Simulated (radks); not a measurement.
Question: These are the eigenvalues of the occupied orbitals of an atom or ion with whole-number occupations (hartree). All-electron calculation, scalar-relativistic Kohn-Sham, LDA (Slater exchange, VWN5 correlation), spin-unpolarised, spherical densities, finite nucleus; Fermi nuclear charge, rms radius of each element as measured or else 0.836 A^(1/3) + 0.57 fm. Program: a radial shooting solver on a logarithmic mesh with Libxc functionals.

1s: -3333.730
2s: -604.1728
2p: -518.1682
3s: -150.4655
3p: -125.8801
3d: -101.0906
4s: -39.16723
4p: -31.09798
4d: -21.85513
4f: -11.66396
5s: -11.63266
5p: -9.24747
5d: -6.45427

Which element is it, and in what charge state? The configuration may be excited.

Answer: Z = 83, bismuth, charge +10: Bi10+ in [Xe] 4f14 5d5. The list shows which subshells hold electrons but not how many an open one holds; the 1s level, -3333.7 hartree, gives Z - s = 81.7 by -(Z - s)^2/2, which with screening and relativity narrows Z to a few neighbours, and the depths of the outer levels then fix element, charge and occupations together.
